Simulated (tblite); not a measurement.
C₆H₁₀OSi₂.
Cartesian coordinates in Å at the GFN2-xTB level; atoms count from 1:
```xyz
19
C6H10OSi2 angstrom
Si     3.355   -0.247    0.214
O      2.108   -0.145   -0.829
C      0.790   -0.063   -0.645
C     -0.270   -0.041   -1.454
C     -1.259    0.071   -0.309
Si    -2.490    1.496   -0.269
C     -1.610   -1.270    0.301
C     -0.560   -1.291    1.114
C     -0.008    0.026    0.634
H      4.450   -0.253   -0.741
H      3.372    0.909    1.116
H      3.260   -1.467    1.017
H     -0.417   -0.123   -2.513
H     -1.787    2.730   -0.622
H     -3.042    1.591    1.084
H     -3.561    1.223   -1.229
H     -2.417   -1.946    0.088
H     -0.177   -1.982    1.843
H      0.254    0.793    1.356
```

All values are computed: GFN2-xTB (tblite) harmonic vibrations without scaling, gas phase. The method is semi-empirical: single wavenumbers can be off by several per cent or more. Modes of hydrogen on silicon can be 10 to 20 % off. One conformer, not necessarily the lowest.

Harmonic wavenumbers (cm⁻¹): 31.2, 77.6, 88.9, 97.8, 133.3, 169.6, 248.7, 314.4, 386.3, 439.8, 460.9, 524.5, 548.7, 582.2, 599.9, 616.3, 662.7, 747.5, 755.9, 775.5, 779.3, 782.7, 802.4, 805.2, 818.4, 827.6, 833.5, 892.5, 980.8, 1000.8, 1012.2, 1029.4, 1046.6, 1085.6, 1146.3, 1151.4, 1216.0, 1237.7, 1257.8, 1635.4, 1700.8, 2230.6, 2261.5, 2262.7, 2264.3, 2273.6, 2355.1, 3011.8, 3113.4, 3135.6, 3147.9.

A = 2700, B = 653.9, C = 599.8 MHz; mass 154.027 u (most abundant isotopes); point group C1, symmetry number 1.

What is the zero-point energy?

½Σν̃ = 28180 cm⁻¹ = 80.57 kcal/mol.

Give the ideal-gas entropy at 273.15 K and 1 bar in the rigid-rotor, harmonic-oscillator model (classical rotation).

Translation 40.60, rotation 29.84, vibration 30.77: S = 101.2 cal/(mol K).

And Cp and H(273.15 K) − H(0)?

Cp = 40.78 cal/(mol K), of which vibrations give 32.83 (their classical limit is 51 R = 101.3); H(273.15 K) − H(0) = 6.54 kcal/mol without the zero-point energy, 4.37 from vibrations.

How do the functions run with temperature in this model?

| T (K) | S (cal/(mol K)) | Cp (cal/(mol K)) | H − H(0) (kcal/mol) | G − H(0) (kcal/mol) | ln q(vib) |
| --- | --- | --- | --- | --- | --- |
| 50 | 61.3 | 14.5 | 0.54 | -2.53 | 0.81 |
| 100 | 73.1 | 19.8 | 1.40 | -5.91 | 2.32 |
| 298.15 | 104.9 | 44.0 | 7.60 | -23.68 | 8.17 |
| 373.15 | 115.7 | 52.6 | 11.23 | -31.96 | 10.40 |
| 500 | 132.8 | 64.1 | 18.68 | -47.74 | 14.18 |
| 750 | 161.9 | 78.8 | 36.71 | -84.70 | 21.35 |
| 1000 | 185.9 | 87.7 | 57.61 | -128.26 | 27.91 |

q(vib) and H(0) count from the zero-point level.

Which modes carry the vibrational entropy at 273.15 K?

31.2 cm⁻¹: 5.58; 77.6 cm⁻¹: 3.78; 88.9 cm⁻¹: 3.51; 97.8 cm⁻¹: 3.33; 133.3 cm⁻¹: 2.73; 169.6 cm⁻¹: 2.28 cal/(mol K); the other 45 give 9.56 together.

What must be added to the electronic energy to get the Gibbs energy at 273.15 K and 1 bar?

ZPE + [H(273.15 K) − H(0)] − T·S = 80.57 + 6.54 − 27.64 = 59.47 kcal/mol.

Blend soft modes into free rotors: weight 1/[1 + (100 cm⁻¹/ν̃)⁴] for the oscillator and the rest for a rotor with moment μB/(μ + B), μ = h/(8π²ν), B = 10⁻⁴⁴ kg m². What vibrational entropy results?

27.86 cal/(mol K) in place of 30.77, which changes −T·S at 273.15 K by +0.79 kcal/mol.

Hindered rotation and anharmonicity are outside this model. Other conformers, if any are populated, would add a mixing term that is left out. The structure is chiral; the term R ln 2 for an equal mix with its mirror image is left out.
